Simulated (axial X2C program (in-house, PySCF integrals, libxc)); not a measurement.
TeF⁻: cheaper levels and CCSD(T), 2c

Calculated with an in-house all-electron X2C program for linear molecules (integrals from PySCF). Two-component (2c) means X2C with spin–orbit coupling and atomic mean-field two-electron Coulomb and Gaunt terms. Basis: Te dyall-acv3z [12s13p9d5f1g], F dyall-av3z [7s6p3d2f] (cores contracted in-house); Gaussian nuclei, density fitting, unrestricted open shells. Masses: Te 129.906 u, F 18.998 u.

State: Ω = 0 (closed shell); fragments Te + F-.

| level | Re (Å) | ωe (cm⁻¹) | De (eV) |
| --- | --- | --- | --- |
| PBE0 | 2.004 | 494.0 | 2.41 |
| HF | 1.973 | 528.3 | n/a |
| MP2 | 2.011 | 496.3 | 2.15 |
| CCSD | 2.006 | 498.4 | 2.24 |
| M06 | 2.013 | 471.8 | 2.31 |

Correlated methods: 14 electrons correlated (number of frozen shells: Te 4 s, 3 p, 2 d; F 1 s), 276 virtual spin orbitals or spinors in MP2, 90 natural virtuals in coupled cluster.

CCSD(T), same Hamiltonian and basis:

Re = 2.015 Å, ωe = 486.7 cm⁻¹; T1 = 0.014 (Lee–Taylor normalisation).

(1) Give the differences from CCSD(T) in the columns below.

The state is a single determinant with fixed occupations, the lowest that a limited PBE0 search found. Closed shells are restricted here (equal orbitals for both partners); the stretched side of such a curve lies too high. De is counted from the lowest determinant-based energies of the atoms at the same level, without counterpoise correction. De is not given where an atomic determinant may have missed its ground term or J level, or where the truncated virtual space spoils (T). Coupled cluster ran in a truncated set of natural virtual spinors; the MP2 energy of the rest was added. (T) has no such correction and the atoms are truncated less, which lowers De at CCSD(T) by a hundredth of an eV or more. The functionals have no current-density term, which raises determinants with orbital currents, atoms included. The highest occupied level of some functionals is positive through self-interaction error; at Hartree–Fock it is bound. With the outer-core shells frozen, correlated bond lengths of heavy atoms tend to come out a few hundredths of an ångström too long.

Answers

(1) 

```json
{"level": "PBE0", "ΔRe (Å)": "-0.011", "Δωe (cm⁻¹)": "7"}
{"level": "HF", "ΔRe (Å)": "-0.042", "Δωe (cm⁻¹)": "42"}
{"level": "MP2", "ΔRe (Å)": "-0.004", "Δωe (cm⁻¹)": "10"}
{"level": "CCSD", "ΔRe (Å)": "-0.009", "Δωe (cm⁻¹)": "12"}
{"level": "M06", "ΔRe (Å)": "-0.002", "Δωe (cm⁻¹)": "-15"}
```
